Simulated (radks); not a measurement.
The numbers below are computed, except where a source is named.
Question: The mean radii <r> (bohr) of the occupied orbitals of an atom or ion are listed with their occupations. Code: a radial shooting solver on a logarithmic mesh with Libxc functionals. Model: scalar-relativistic Kohn-Sham, PBEsol, spin-unpolarised, spherical densities, point nucleus.

orbital  occ.      <r>
1s          2  0.06360
2s          2   0.2934
2p          6   0.2601
3s          2   0.8980
3p          6   0.9572
3d          4    1.300
4s          1    3.134
4p          1    4.314

Name the element and its charge.

Answer: Z = 24, chromium, charge 0: Cr in [Ar] 3d4 4s1 4p1. The 1s radius gives Z: for a bare nucleus <r> = (2 gamma + 1)/(2Z) with gamma = sqrt(1 - (Z/c)^2), 0.06186 bohr for Z = 24, and screening makes it slightly larger (0.06360 here). The occupations add up to 24, and the charge is Z minus that.
